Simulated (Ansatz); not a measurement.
Computed with Ansatz on PBE0-D4/def2-TZVP structures; ΔE is electronic, products minus reactants. CCSD(T)/CBS adds triple-zeta CCSD(T) − MP2 to the extrapolated MP2 energy (def2 sets, frozen cores). This one scheme is used for every species. Functionals use def2-TZVPP. B3LYP here is the variant with VWN-RPA as its local correlation; programs differ in this. Each species was taken in one conformer, which may not be the lowest.

Reaction (substitution at a C–B bond): `OB(Cl)C=S` + `C[SiH2]N` → `C[SiH2]NC=S` + `OBCl`

Task: Is it downhill or uphill in electronic energy at CCSD(T)/CBS, and by how much? (Estimate.)

Result: Ansatz gave: Downhill: ΔE = -18.0 kJ/mol.

Task: What do these levels give: r2SCAN-D4, B3LYP-D4, PBE0, HF/def2-TZVPP, CCSD/def2-TZVPP, CCSD(T)/def2-TZVPP? (Estimate.)

Result: Computed: r2SCAN-D4 -34.8, B3LYP-D4 -31.9, PBE0 -30.4, HF/def2-TZVPP -26.9, CCSD/def2-TZVPP -16.7, CCSD(T)/def2-TZVPP -18.1 kJ/mol.

Largest T1 diagnostic among the species: 0.016.

In def2-TZVPP, CCSD(T) changes the Hartree–Fock value by +8.9 kJ/mol (the triples alone add −1.4 kJ/mol) and MP2 by +4.8 kJ/mol. The D4 term adds −4.7 kJ/mol with B3LYP and −2.7 kJ/mol with PBE0; it sums over pairs of atoms, weighted by their polarisabilities, and B3LYP, whose exchange is more repulsive, gets the larger term.
